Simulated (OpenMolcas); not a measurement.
**Eu3+: effect of the metal basis and ligand basis**

Eu3+ with 8 ligands (fluoride) in cubic eightfold coordination (Oh) at 2.38 Å. A charge of +0.625 e stands 2.6 Å behind each ligand.

| Item | Value |
| --- | --- |
| Program | OpenMolcas 26.06 |
| Method | CASSCF |
| Spin-orbit coupling | state interaction with AMFI integrals over the reference wave functions |

Fixed: active space 6 electrons in 7 orbitals (4f), DKH2 Hamiltonian.

States (labels of O, the rotations of Oh). Energies in cm-1 above the lowest state or level, χT in cm3 K/mol.

| Run | Metal basis | Ligand basis | Ground state | First state of that spin | First gap with spin-orbit (degeneracies) | χT at 300 K | Cost |
| --- | --- | --- | --- | --- | --- | --- | --- |
| A | ANO-RCC-VDZP | ANO-RCC-VDZP | 7A2 | 7T1 661.4 | 343.0 (1, 3) | 1.382 | roughly 120 core-seconds |
| B | ANO-RCC-VTZP | ANO-RCC-VTZP | 7A2 | 7T1 678.5 | 342.9 (1, 3) | 1.382 | roughly 8 core-minutes |

Costs are those of the RASSCF and RASSI steps.

High states are left out of the spin-orbit mixing, which shifts the levels that they would mix with. Without dynamic correlation the ligand-field splitting of an f shell can come out too small, at times by half. A group larger than the point group allows holds several states that coincide in this model. No measured value stands beside these numbers; the geometry is a model, was not optimised and need not be the one that this ion takes.
